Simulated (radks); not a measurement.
Problem. The mean radii <r> (bohr) of the occupied orbitals of an atom or ion are listed with their occupations. All-electron calculation, non-relativistic Kohn-Sham, LDA (Slater exchange, Perdew-Wang correlation), spin-unpolarised, spherical densities, point nucleus. Program: a radial shooting solver on a logarithmic mesh with Libxc functionals.

orbital  occ.      <r>
1s          2  0.02926
2s          2   0.1245
2p          6   0.1059
3s          2   0.3017
3p          4   0.2875

Name the element and its charge.

Solution. Z = 52, tellurium, charge +36: Te36+ in [Ne] 3s2 3p4. The 1s radius gives Z: for a bare nucleus <r> = 1.5/Z, 0.02885 bohr for Z = 52, and screening makes it slightly larger (0.02926 here). The occupations add up to 16, and the charge is Z minus that.
